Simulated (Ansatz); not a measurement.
```xyz
10

C     0.9166   -0.0825   -0.8834
C     0.2253    0.2612    0.4307
B    -1.2621   -0.1814    0.5378
F    -1.8797   -0.8170   -0.4360
Br   -2.3064    0.1737    2.1192
H     0.4133    0.3853   -1.7320
H     0.9182   -1.1596   -1.0626
H     1.9545    0.2563   -0.8845
H     0.2616    1.3403    0.6266
H     0.7587   -0.1764    1.2842
```

Charge 0, multiplicity 1.

Task: List the PBE/def2-TZVPP orbital energies in eV (Ansatz 0.2.0). (An estimate is asked.)

Result: Computed: Occupied: -13088.94, -1682.07, -1516.44, -1516.39, -1516.36, -660.74, -268.97, -268.93, -228.86, -179.43, -171.01, -170.86, -170.80, -67.68, -67.65, -67.61, -67.49, -67.49, -30.79, -19.67, -19.05, -15.67, -13.71, -11.83, -11.70, -10.88, -10.84, -9.90, -9.03, -8.73, -7.88, -7.53, -7.11. Lowest empty: -1.62, -0.06, 0.81, 1.27, 1.64, 1.88, 2.37, 2.90.
